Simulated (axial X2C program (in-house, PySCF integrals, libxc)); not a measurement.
## Nuclear properties of NSeN²⁺

Computed with an axial X2C code built on PySCF integrals: two-component X2C with atomic mean-field Coulomb and Gaunt terms, Gaussian nuclei, basis N dyall-av3z, Se dyall-v3z with contracted cores.

N–Se–N held linear, with bonds 1.759 and 1.759 Å (near the PBE0 minimum at charge 2 of the determinant lowest at the starting distance; the state shown can have its own minimum elsewhere, held linear; other orders of the atoms were not compared).

Determinant lowest in the PBE0 search, Ω = 1 (⟨Sz⟩ = 1.00, ⟨Lz⟩ = 0.00 at PBE0), spin on the atoms N 0.78, Se -0.56, N 0.78:

```json
{"level": "PBE0", "A∥/gI N (MHz)": "-100", "qzz N (a.u.)": "0.63", "A∥/gI Se (MHz)": "-143", "qzz Se (a.u.)": "-0.30"}
{"level": "HF", "A∥/gI N (MHz)": "-89.1", "qzz N (a.u.)": "0.97", "A∥/gI Se (MHz)": "-1030", "qzz Se (a.u.)": "-1.88"}
{"level": "PBE", "A∥/gI N (MHz)": "-90.5", "qzz N (a.u.)": "0.53", "A∥/gI Se (MHz)": "-41.4", "qzz Se (a.u.)": "0.24"}
```

Determinant 1.82 eV from it at PBE0 and this distance, Ω = 0 (closed shell), highest spinor mixed:

```tsv
level	qzz N (a.u.)	qzz Se (a.u.)
PBE0	0.51	-0.48
HF	0.73	-1.87
PBE	0.49	0.01
```

A∥ (defined per Ω) follows by multiplying with gI = μI/(I μN); qzz is the electric field gradient, eQq0 = 234.96 MHz × Q/barn × qzz. The operators were transformed with the bare-nucleus X2C matrices; with these basis sets, hyperfine constants and field gradients can be off by tens of per cent, and where levels differ in sign neither size nor sign is settled.

(1) With gI(14N) = 0.4038, Q(14N) = 0.02044 barn (g factors from the IAEA table of nuclear moments by Stone; Q from Pyykkö, Mol. Phys. 2018), turn the PBE0 values of the first state into constants in MHz.

The molecule was held linear; bending was not examined, so a bent shape may lie lower.

Each state is one determinant with collinear spin, which with several unpaired electrons need not be a pure state. Unrestricted Hartree–Fock can overshoot spin polarisation at the nuclei. A closed determinant beside an open π² or δ² triplet, such as (π1/2)², mixes with its partner pair into the 0⁺ component of the triplet and ¹Σ⁺, so its energy is not that of a level, and 0⁺ can lie lowest. With several open shells hyperfine constants can be off by a factor of several. In the state Ω = 1 the atomic spins oppose each other (0.78, -0.56, 0.78): a broken-symmetry determinant whose values are not spin-projected. Open-shell Ω = 0 determinants with evenly filled partner blocks cannot be reached by this program, so the Ω shown need not be the lowest component. The search compared states at one distance, so a state with another bond length can lie lower. Where a field gradient or hyperfine factor spreads by more than a factor of two over the levels, a constant derived from it is not to be relied on. PBE0 term energies can be off by some tenths of an eV.

Results:

(1) A∥(14N) = -100 × 0.4038 = -40.4 MHz; eQq0(14N) = 234.96 × (0.02044) × (0.63) = 3.03 MHz.
